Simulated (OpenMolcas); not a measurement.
# Pb+: from CASSCF to CASPT2

| Item | Value |
| --- | --- |
| Program | OpenMolcas 26.06 |
| Basis | ANO-RCC-VTZP [8s7p5d3f2g] |
| Scalar Hamiltonian | DKH2, point nucleus |
| Active space | 3 electrons in 4 orbitals (6s 6p) |
| State averaging | 2S+1 = 4 odd, 1 root (0 in the spin-orbit step); 2S+1 = 2 odd, 3 roots; 2S+1 = 4 even, 3 roots; 2S+1 = 2 even, 9 roots |
| Spin-orbit coupling | RASSI with atomic mean-field integrals over the reference wave functions, term energies averaged over their components |

Methods on the same reference wave functions:
A. CASSCF
B. SS-CASPT2, IPEA 0.25 Eh, imaginary shift 0.1 Eh (closed shells correlated: 5d)
C. XMS-CASPT2, IPEA 0.25 Eh, imaginary shift 0.1 Eh (closed shells correlated: 5d)

Energies in cm⁻¹ above 6s² 6p ²P°_1/2, the measured ground level; measured values from NIST Handbook of Basic Atomic Spectroscopic Data.

| Level | A | B | C | Measured |
| --- | --- | --- | --- | --- |
| 6s² 6p ²P°_1/2 | 0.0 | 0.0 | 0.0 | 0.0 |
| 6s² 6p ²P°_3/2 | 12372 | 12370 | 12370 | 14081 |
| 6s 6p² ⁴P_1/2 | 50877 | 59100 | 58960 | 57910 |
| 6s 6p² ⁴P_3/2 | 56945 | 65640 | 65600 | 66125 |
| 6s 6p² ⁴P_5/2 [74 %] | 62929 | 70470 | 69990 |  |
| 6s 6p² ²D_3/2 | 83110 | 80670 | 78650 |  |
| 6s 6p² ²D_5/2 [74 %] | 85531 | 84640 | 83000 | 88972 |
| 6s 6p² ²P_3/2 | 107943 | 100800 | 99700 |  |

Deviations, from unrounded energies. A percentage is the sum of absolute deviations over the sum of measured energies, with the sign that they share, or ± where signs differ.

| Against measurement | Levels | A | B | C |
| --- | --- | --- | --- | --- |
| mean absolute deviation (cm-1) | 4 | 5300 | 1900 | 2300 |
| fine structure of the ground term (%) | 1 | -12.1 | -12.1 | -12.1 |
| other configurations (%) | 3 | -9.2 | ±2.8 | ±3.5 |

B lies closest to measurement on these levels and A furthest from it. The largest miss of B in the table is 6s 6p² ²D_5/2 [74 %], by -4300 cm-1. The ranking rests on the paired levels alone, and a cruder setting can come out closer through cancelling errors.

Between B and C the level of the table that moves most is 6s 6p² ²D_3/2, by 2000 cm-1 (lowest in C, highest in B). Moves below CASPT2's spread within the term are not significant.

The mean deviations of B to C differ by less than CASPT2's widest spread within a term (1900 cm-1), so their order carries little weight.

The lowest spin-free term lies below A's lowest term by 0.427 hartree in B, 0.429 hartree in C.

CASPT2 does not keep the components of a term degenerate, so their means are used; among the terms shown or strongly mixed into the levels shown the widest spread is 1900 cm-1 (6s 6p² ²D, C). Over all roots computed the reference weight is 0.86 to 0.93 in B, 0.84 to 0.93 in C; the roots of lowest weight are the least certain, and an intruder state may touch them. Some high roots are left out of the spin-orbit mixing, which shifts the levels that they would mix with. Terms of s pⁿ other than that of highest spin mix with s² pⁿ⁻² d, which this space lacks; all of them can be thousands of cm-1 off, and some have no real level of that name. Spin-orbit splittings of 6p shells tend to come out small when the coupling is added on scalar orbitals. Some levels mix across a computed gap that differs much from the measured one, so their mixing is not that of the real levels (holds for A). Computed and measured levels are paired by configuration, term and J; levels that our copy of the source lacks, or whose pairing is in doubt (as where it misses far off the trend of its configuration), stay unpaired and out of the deviations. Only configurations of the active space appear. The table leaves out levels that lie high or whose names do not pair safely across all columns.

A share in square brackets marks a mixed level and gives the weight of the term that names it, the lowest over the columns. ° marks odd parity.
